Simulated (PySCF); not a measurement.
C5H10O2, SMILES OC(=O)C(C)(C)C.

The structure is a stationary point at B3LYP-D3(BJ)/def2-SVP. Other conformers were not sampled.

Computed with B3LYP/def2-TZVP in PySCF.

Symmetry labels are those of the subgroup Cs that the program uses (full group Cs).

Computed valence orbital energies around the gap with their symmetry:
| orbital | symmetry | energy (eV) |
|---|---|---|
| HOMO−7 | A' | -10.78 |
| HOMO−6 | A" | -10.65 |
| HOMO−5 | A" | -10.16 |
| HOMO−4 | A' | -9.97 |
| HOMO−3 | A" | -9.36 |
| HOMO−2 | A' | -9.34 |
| HOMO−1 | A" | -9.02 |
| HOMO | A' | -7.67 |
| LUMO | A" | -0.05 |
| LUMO+1 | A' | 0.56 |
| LUMO+2 | A' | 1.11 |
| LUMO+3 | A' | 2.09 |
